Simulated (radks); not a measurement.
Question: The table gives one normalised radial function P(r) = r R(r) (large component) of Ir32+ in [Kr] 4d9 (r in bohr). Calculated with a radial shooting solver on a logarithmic mesh with Libxc functionals: Dirac Kohn-Sham, relativistic LDA (MacDonald-Vosko exchange, VWN5 correlation), spin-unpolarised, spherical densities, finite nucleus; open shells fill j = l - 1/2 first; Fermi nuclear charge, rms radius 5.4032 fm.

r,P
0.0006522,0.1343
0.0007413,0.1482
0.0008425,0.1633
0.0009576,0.1798
0.001097,0.1987
0.001247,0.2180
0.001417,0.2387
0.001611,0.2608
0.001831,0.2842
0.002081,0.3087
0.002365,0.3343
0.002709,0.3622
0.003079,0.3887
0.0035,0.4150
0.003977,0.4402
0.004521,0.4635
0.005138,0.4838
0.005839,0.4996
0.00669,0.5098
0.007604,0.5110
0.008642,0.5020
0.009822,0.4805
0.01116,0.4440
0.01269,0.3903
0.01442,0.3175
0.01652,0.2178
0.01878,0.1028
0.02134,-0.0310
0.02426,-0.1796
0.02757,-0.3362
0.03133,-0.4909
0.03561,-0.6300
0.0408,-0.7422
0.04637,-0.7950
0.0527,-0.7778
0.0599,-0.6762
0.06808,-0.4833
0.07737,-0.2042
0.08794,0.1393
0.1007,0.5302
0.1145,0.8627
0.1301,1.0934
0.1479,1.1590
0.1681,1.0154
0.1911,0.6538
0.2172,0.1120
0.2488,-0.5665
0.2828,-1.1799
0.3214,-1.6481
0.3653,-1.8855
0.4151,-1.8653
0.4718,-1.6264
0.5363,-1.2564
0.6144,-0.8340
0.6983,-0.4951
0.7936,-0.2547
0.902,-0.1118
1.025,-0.0411
1.165,-0.0124
1.324,-0.0030
1.517,-0.0005
1.724,-0.0001
1.96,0.0000
2.228,0.0000

Which n and l does it have? It may be an empty orbital.

Answer: n = 4, l = 0: the number of nodes gives n - l - 1 = 3, the rise at small r points to l (this Dirac orbital starts outside the nucleus as r^gamma with gamma = sqrt((l + 1)^2 - (Z/c)^2) = 0.83; the j = 1/2 orbital of l + 1 starts with the same power, but with a smaller coefficient, and then steepens), and the extent must fit the shell. The curve is that of 4s1/2. 4s1/2: eigenvalue -1758.2 eV, 3 radial nodes at r = 0.0207, 0.0837, 0.222 bohr, <r> = 0.397 bohr, 90 % of the charge inside 0.565 bohr.
